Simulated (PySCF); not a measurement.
# Interval between two levels of Bi by level of theory

Bi [Xe] 4f14 5d10 6s2 6p3 [4S3/2, M_J = 3/2] → Bi [Xe] 4f14 5d10 6s1 6p3 7s1 [6S5/2, M_J = 5/2], as a difference of total energies. Calculation: PySCF 2.14, in x2c-SVPall-2c with one added diffuse shell each of s, p type (8s12p7d2f, 93 functions); the two-component X2C-1e Hamiltonian. Correlated levels: [Kr] 4d10 4f14 frozen; the 22 highest virtual spinors dropped. "Screened" scales the spin-orbit matrix elements by Boettger's factors to mimic the two-electron term; Breit and QED terms are absent.

| method | interval between two levels (cm⁻¹) |
| --- | --- |
| GHF (spin-free) | 92875 |
| GMP2 (spin-free) | 106060 |
| GHF (screened spin-orbit) | 94228 |
| GMP2 (screened spin-orbit) | 106710 |

The labels give the starting determinants; with spin-orbit coupling the two ends relaxed to ⟨J²⟩ = 3.78, ⟨L²⟩ = 0.82, ⟨S²⟩ = 3.21 and ⟨J²⟩ = 8.76, ⟨L²⟩ = 0.40, ⟨S²⟩ = 8.49.

The promoted electron is Rydberg-like, and one or two diffuse shells describe it only roughly, which tends to raise the upper state.
